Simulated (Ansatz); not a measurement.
`B[SiH](Cl)[SnH3]` + `[SiH3]Cl` → `B[SiH2]Cl` + `Cl[SiH2][SnH3]` at 600 K and 1 bar (formal exchange of groups at a B–Si bond).

Calculated with Ansatz (gas phase, PBE0-D4/def2-TZVP geometries, no zero-point term in ΔE). CCSD(T)/CBS adds triple-zeta CCSD(T) − MP2 to the extrapolated MP2 energy (def2 sets, frozen cores). This one scheme is used for every species. def2 core potentials past Kr. For Sn outer-core shells are correlated without core-valence functions, which leaves a few kJ/mol of doubt a bond.

| species | CCSD(T)/CBS energy (Eh) | H − E (kJ/mol) | S (J/(mol·K)) |
| --- | --- | --- | --- |
| `B[SiH](Cl)[SnH3]` | -991.28328 | 204.6 | 491.5 |
| `[SiH3]Cl` | -750.69636 | 99.4 | 294.6 |
| `B[SiH2]Cl` | -776.05948 | 145.5 | 370.9 |
| `Cl[SiH2][SnH3]` | -965.91563 | 157.3 | 431.9 |

H − E and S are ideal-gas, rigid-rotor, harmonic terms from PBE0-D4/def2-TZVP, for one conformer and one mirror image of each species. 1 Eh = 2625.50 kJ/mol, R = 8.31446 J/(mol·K).

Q: By hand: ΔE, ΔH, ΔS and ΔG.

A: ΔE = (-776.05948) + (-965.91563) − (-991.28328) − (-750.69636) = 0.00453 Eh = 11.9 kJ/mol. Δ(H − E) = 145.5 + 157.3 − 204.6 − 99.4 = -1.2, so ΔH = 10.7 kJ/mol. ΔS = 370.9 + 431.9 − 491.5 − 294.6 = 16.7 J/(mol·K). ΔG = 10.7 − 600 × (16.7)/1000 = 0.7 kJ/mol.

Q: By hand: the equilibrium constant, and the temperature at which ΔG would vanish if ΔH and ΔS stayed fixed.

A: log₁₀ K = −ΔG/(RT ln 10) = -0.1. ΔG = 0 at ΔH/ΔS = 641 K, though so small a ΔS makes that figure unsure.

TΔS isn't small against ΔH here. The sign of ΔG lies within the doubt. A doubt of 5 kJ/mol in ΔE shifts log₁₀ K by 0.4 here. Other conformers and mirror images would add mixing entropy, several J/(mol·K) or more a flexible species. Modes under 60 cm⁻¹, often nearly free rotors, make the harmonic entropy too high. These are equilibria of isolated gas molecules and say nothing of rates. Largest T1 diagnostic: 0.013 (customary marks: 0.02 for closed shells, 0.045 for open ones).
